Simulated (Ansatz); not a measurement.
Steps of a relaxation of C₆H₁₆F₂GeN₂, SMILES `CC[N](C)[Ge]([F])([F])[N](C)CC` with RKS PBE-D4/def2-SVP.

```sh
$ ansatz run in.yaml --threads 11 --pin off --events-out ev --progress --plain --max-ram 174080MiB --backend cuda --devices 0, --max-vram 75GiB
```

```yaml
crystal:
  periodic: [false, false, false]
  atoms:
    - {symbol: C, position_ang: [-0.483300, 3.448000, -0.219100]}
    - {symbol: C, position_ang: [-0.612600, 2.587000, 0.996500]}
    - {symbol: N, position_ang: [-0.802900, 1.179000, 0.588900]}
    - {symbol: C, position_ang: [-1.247000, 0.412300, 1.717200]}
    - {symbol: Ge, position_ang: [0.897900, 0.422000, 0.113800]}
    - {symbol: F, position_ang: [1.473800, 1.147300, -1.372500]}
    - {symbol: F, position_ang: [2.090400, 0.746600, 1.410000]}
    - {symbol: N, position_ang: [0.750300, -1.411700, -0.107100]}
    - {symbol: C, position_ang: [2.054100, -1.981900, -0.265600]}
    - {symbol: C, position_ang: [-0.163000, -1.682800, -1.234900]}
    - {symbol: C, position_ang: [-0.743200, -3.100600, -1.190300]}
    - {symbol: H, position_ang: [0.436800, 3.340200, -0.762900]}
    - {symbol: H, position_ang: [-1.437600, 3.318600, -0.924100]}
    - {symbol: H, position_ang: [-0.595700, 4.568000, 0.104300]}
    - {symbol: H, position_ang: [0.289700, 2.720600, 1.639700]}
    - {symbol: H, position_ang: [-1.483500, 2.964100, 1.605700]}
    - {symbol: H, position_ang: [-2.317500, 0.811300, 1.991100]}
    - {symbol: H, position_ang: [-1.461000, -0.643100, 1.439600]}
    - {symbol: H, position_ang: [-0.655400, 0.445900, 2.621700]}
    - {symbol: H, position_ang: [2.490100, -1.565100, -1.208100]}
    - {symbol: H, position_ang: [2.670100, -1.774000, 0.554300]}
    - {symbol: H, position_ang: [2.016400, -3.137700, -0.408900]}
    - {symbol: H, position_ang: [0.391000, -1.490700, -2.261200]}
    - {symbol: H, position_ang: [-1.039200, -0.979900, -1.247300]}
    - {symbol: H, position_ang: [0.100700, -3.870600, -1.384400]}
    - {symbol: H, position_ang: [-1.215000, -3.257800, -0.219600]}
    - {symbol: H, position_ang: [-1.506000, -3.245400, -1.963100]}
basis:
  gaussian: {orbitals: def2-SVP}
hamiltonian: {xc: pbe, dispersion: d4}
relax: {f_tol: 0.03, max_steps: 200}
```

Positions (Å) and forces (eV/Å) along the path, 5 of 11 steps:

```xyz
27
step=1 energy=-71372.6661 eV
C    -0.483    3.448   -0.219   -3.158    2.670   -0.499
C    -0.613    2.587    0.997   -0.032    0.167   -0.056
N    -0.803    1.179    0.589    1.788   -0.057    0.005
C    -1.247    0.412    1.717   -3.496   -0.396    0.006
Ge    0.898    0.422    0.114   -1.150    0.072    0.827
F     1.474    1.147   -1.373    0.287    0.201   -0.024
F     2.090    0.747    1.410   -0.406   -0.089   -0.719
N     0.750   -1.412   -0.107   -1.171    0.921    0.155
C     2.054   -1.982   -0.266   -0.628   -2.161   -2.674
C    -0.163   -1.683   -1.235    0.228    0.154   -1.443
C    -0.743   -3.101   -1.190    1.742   -0.497   -0.549
H     0.437    3.340   -0.763    0.850   -0.238   -0.715
H    -1.438    3.319   -0.924    1.872   -0.078    1.034
H    -0.596    4.568    0.104    0.479   -1.429   -0.441
H     0.290    2.721    1.640   -0.063   -0.011    0.210
H    -1.484    2.964    1.606    0.207   -0.572   -0.241
H    -2.317    0.811    1.991    1.389   -0.431   -0.111
H    -1.461   -0.643    1.440    0.366    0.015    0.046
H    -0.655    0.446    2.622    0.734    0.061    0.888
H     2.490   -1.565   -1.208    0.554   -0.310    0.061
H     2.670   -1.774    0.554    1.373    0.486    1.790
H     2.016   -3.138   -0.409   -0.028    1.412    0.307
H     0.391   -1.491   -2.261   -0.738   -0.336    1.242
H    -1.039   -0.980   -1.247    0.487    0.042    0.304
H     0.101   -3.871   -1.384   -1.171    0.714    0.423
H    -1.215   -3.258   -0.220   -0.105   -0.301    0.552
H    -1.506   -3.245   -1.963   -0.209   -0.009   -0.377
27
step=3 energy=-71373.6397 eV
C    -0.503    3.485   -0.246    0.280   -0.052    0.021
C    -0.645    2.632    1.008   -0.111   -0.189    0.015
N    -0.695    1.180    0.711    0.165    0.101    0.213
C    -1.308    0.397    1.792    0.130   -0.119    0.004
Ge    0.892    0.450    0.135   -0.030   -0.099    0.008
F     1.500    1.375   -1.241    0.016   -0.070    0.079
F     2.160    0.666    1.342   -0.030   -0.064   -0.108
N     0.785   -1.343   -0.249    0.054    0.206   -0.157
C     2.079   -2.020   -0.353    0.062   -0.043    0.031
C    -0.182   -1.674   -1.313   -0.059    0.006    0.169
C    -0.743   -3.092   -1.194   -0.067    0.077    0.063
H     0.449    3.286   -0.784   -0.098    0.024    0.106
H    -1.325    3.283   -0.950   -0.189   -0.056   -0.112
H    -0.526    4.554    0.022   -0.005    0.212    0.034
H     0.158    2.875    1.755   -0.098   -0.005   -0.106
H    -1.609    2.879    1.514    0.082   -0.025   -0.058
H    -2.351    0.741    1.954   -0.054    0.001   -0.039
H    -1.337   -0.678    1.510    0.008    0.104    0.065
H    -0.774    0.479    2.776   -0.069    0.001   -0.130
H     2.636   -1.786   -1.298   -0.080   -0.013    0.081
H     2.720   -1.737    0.507   -0.040    0.009   -0.087
H     1.945   -3.123   -0.316   -0.024    0.029    0.038
H     0.268   -1.533   -2.323    0.053    0.008   -0.107
H    -1.020   -0.947   -1.243    0.005    0.019    0.005
H     0.039   -3.858   -1.339    0.098   -0.103   -0.025
H    -1.194   -3.257   -0.194   -0.016    0.023   -0.038
H    -1.519   -3.266   -1.968    0.017    0.015    0.034
27
step=5 energy=-71373.7027 eV
C    -0.545    3.472   -0.248    0.012    0.013   -0.057
C    -0.708    2.615    1.007    0.033   -0.192   -0.022
N    -0.557    1.161    0.762   -0.227    0.247    0.225
C    -1.237    0.327    1.763   -0.064   -0.004    0.025
Ge    1.016    0.476    0.147    0.117    0.027   -0.057
F     1.646    1.499   -1.147   -0.041   -0.044    0.094
F     2.328    0.533    1.324   -0.028   -0.012   -0.037
N     0.847   -1.270   -0.338    0.153   -0.204   -0.157
C     2.073   -2.075   -0.380   -0.042   -0.008    0.049
C    -0.181   -1.602   -1.337    0.073    0.031    0.060
C    -0.803   -2.985   -1.128    0.002    0.016    0.035
H     0.470    3.362   -0.688   -0.154    0.030    0.049
H    -1.287    3.171   -1.023    0.132    0.080    0.127
H    -0.700    4.545    0.004   -0.005   -0.162   -0.063
H    -0.011    2.972    1.811   -0.101   -0.062   -0.083
H    -1.738    2.754    1.414    0.121   -0.024   -0.047
H    -2.345    0.523    1.732    0.395   -0.093    0.017
H    -1.061   -0.751    1.533   -0.061    0.244    0.099
H    -0.881    0.523    2.815   -0.133   -0.077   -0.278
H     2.584   -2.054   -1.385   -0.172   -0.023    0.267
H     2.785   -1.683    0.382   -0.105   -0.130   -0.170
H     1.850   -3.144   -0.124    0.106    0.302   -0.079
H     0.238   -1.536   -2.375   -0.021   -0.002    0.051
H    -0.974   -0.825   -1.267    0.011   -0.027   -0.030
H    -0.059   -3.801   -1.244   -0.031    0.053    0.013
H    -1.252   -3.073   -0.117    0.026    0.006   -0.036
H    -1.600   -3.165   -1.879    0.004    0.015    0.005
27
step=6 energy=-71373.7216 eV
C    -0.549    3.465   -0.251    0.039   -0.042   -0.008
C    -0.716    2.604    0.999   -0.004   -0.174    0.000
N    -0.550    1.154    0.762   -0.106    0.174    0.131
C    -1.224    0.314    1.759   -0.002    0.037   -0.007
Ge    1.030    0.477    0.151    0.072    0.029   -0.018
F     1.662    1.510   -1.132   -0.028   -0.017    0.061
F     2.338    0.523    1.331   -0.017   -0.009   -0.027
N     0.858   -1.264   -0.344    0.116   -0.116   -0.115
C     2.074   -2.080   -0.383   -0.082    0.029    0.014
C    -0.175   -1.588   -1.338    0.051   -0.005    0.087
C    -0.817   -2.959   -1.115   -0.019    0.027    0.005
H     0.469    3.375   -0.678   -0.053    0.012    0.015
H    -1.273    3.159   -1.034    0.028    0.020    0.024
H    -0.727    4.532   -0.003   -0.011   -0.040   -0.009
H    -0.038    2.967    1.813   -0.044   -0.028   -0.043
H    -1.751    2.732    1.392    0.048   -0.002   -0.020
H    -2.328    0.479    1.707    0.140   -0.037    0.004
H    -1.022   -0.758    1.549   -0.023    0.107    0.035
H    -0.899    0.527    2.811   -0.038   -0.033   -0.132
H     2.565   -2.084   -1.391   -0.071    0.004    0.107
H     2.803   -1.688    0.357   -0.056   -0.053   -0.075
H     1.850   -3.137   -0.110    0.043    0.102   -0.020
H     0.242   -1.538   -2.375    0.002   -0.002    0.009
H    -0.957   -0.801   -1.276    0.009   -0.006   -0.012
H    -0.084   -3.785   -1.226   -0.003    0.011    0.005
H    -1.261   -3.033   -0.101    0.010    0.009   -0.019
H    -1.619   -3.132   -1.861    0.000    0.002    0.008
27
step=11 energy=-71373.7412 eV
C    -0.580    3.381   -0.293    0.002   -0.005   -0.005
C    -0.799    2.530    0.953   -0.002    0.000    0.002
N    -0.490    1.105    0.785    0.000    0.009   -0.003
C    -1.143    0.242    1.767   -0.001    0.012    0.006
Ge    1.122    0.484    0.198    0.011   -0.006   -0.009
F     1.809    1.619   -0.960   -0.003   -0.002    0.004
F     2.391    0.409    1.417   -0.005    0.000    0.004
N     0.944   -1.210   -0.424    0.002    0.013    0.011
C     2.100   -2.094   -0.453    0.001    0.000   -0.004
C    -0.140   -1.506   -1.361   -0.004   -0.014    0.005
C    -0.918   -2.778   -1.014    0.001    0.011   -0.007
H     0.483    3.407   -0.597    0.000    0.001   -0.001
H    -1.166    2.982   -1.146    0.002    0.001    0.004
H    -0.912    4.421   -0.101    0.001   -0.006    0.000
H    -0.247    2.970    1.822    0.001   -0.001   -0.001
H    -1.876    2.577    1.234   -0.001   -0.001    0.001
H    -2.249    0.300    1.652   -0.004   -0.003    0.000
H    -0.838   -0.811    1.609    0.001   -0.011   -0.002
H    -0.899    0.514    2.822    0.002    0.002    0.000
H     2.556   -2.166   -1.469    0.002   -0.001    0.004
H     2.872   -1.724    0.249   -0.003   -0.001   -0.001
H     1.830   -3.125   -0.132    0.001    0.006   -0.003
H     0.260   -1.589   -2.402   -0.002    0.000   -0.007
H    -0.836   -0.641   -1.360   -0.001    0.003    0.000
H    -0.272   -3.679   -1.034    0.002   -0.003    0.000
H    -1.369   -2.706   -0.003   -0.002   -0.001    0.003
H    -1.734   -2.942   -1.746   -0.002   -0.003   -0.002
```

Run time 12 s (11 threads of an AMD EPYC 7R13 on a shared host and a whole NVIDIA H100 80 GB); peak host memory 0.93 GiB.
